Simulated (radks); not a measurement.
Results of a calculation; reference values are marked as such.
Ionisation of neutral hafnium, [Xe] 4f14 5d2 6s2, to [Xe] 4f14 5d1 6s2 as the strength of local exchange is varied. Level of theory: scalar-relativistic Kohn-Sham, Slater X-alpha exchange (alpha = 2/3 is LDA exchange), no correlation, spin-polarised, spherical densities, finite nucleus; open shells are filled with parallel spins first (spin-orbit coupling, left out, can overturn this in heavy ions); Fermi nuclear charge, rms radius 5.347 fm (a radial shooting solver on a logarithmic mesh with Libxc functionals).

| alpha | E(Hf) (hartree) | exchange (hartree) | IE (eV) | -e of the level emptied (eV) | <r> of it (bohr) |
|---|---|---|---|---|---|
| 0.616 | -15037.5829 | -268.5363 | 5.542 | 1.981 (5d) | 2.590 |
| 0.667 | -15059.9376 | -291.2466 | 6.061 | 2.398 (5d) | 2.514 |
| 0.84 | -15136.0409 | -368.8198 | 7.971 | 4.003 (5d) | 2.306 |
| 0.896 | -15160.7655 | -394.1071 | 8.637 | 4.581 (5d) | 2.251 |
| 0.985 | -15200.1502 | -434.4733 | 9.743 | 5.554 (5d) | 2.172 |
| 0.991 | -15202.8093 | -437.2024 | 9.819 | 5.622 (5d) | 2.167 |
| 1.031 | -15220.5497 | -455.4219 | 10.336 | 6.083 (5d) | 2.135 |
| ? | -15123.6951 | -356.2085 | 7.646 | 3.724 (5d) | 2.335 |

Which alpha was used in the last row?

Answer. alpha = 0.812. NIST Atomic Spectra Database: 6.825 eV (measured). The Delta-SCF value meets it near alpha = 0.74. Open shells are spherical and high-spin; term and fine-structure splittings are not resolved. Spin-orbit splitting is averaged out at the scalar-relativistic level.
